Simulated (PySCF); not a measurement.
**Radial density of O (oxygen, neutral)**

r2SCAN0, [He] 2s2 2p4, high-spin 3P determinant. Calculation: PySCF 2.14, in aug-cc-pVTZ (5s4p3d2f, 46 functions); the non-relativistic Hamiltonian (point nucleus).

```
r (bohr)  4πr²ρ (e/bohr)  4πr²(ρα − ρβ)
 0.00366         0.04919         0.0000
 0.00615          0.1343         0.0000
  0.0103          0.3541         0.0001
  0.0174          0.8967         0.0002
  0.0293           2.098         0.0007
  0.0493           4.331         0.0030
  0.0828           7.218         0.0140
   0.139           8.505         0.0672
   0.234           5.912         0.2682
   0.394           3.181         0.8240
   0.663           4.335         1.5129
    1.12           4.131         1.3357
    1.88           1.433         0.4441
    3.16          0.1593         0.0418
    5.31        0.002247        -0.0001
    8.93       1.424e-05         0.0000
```
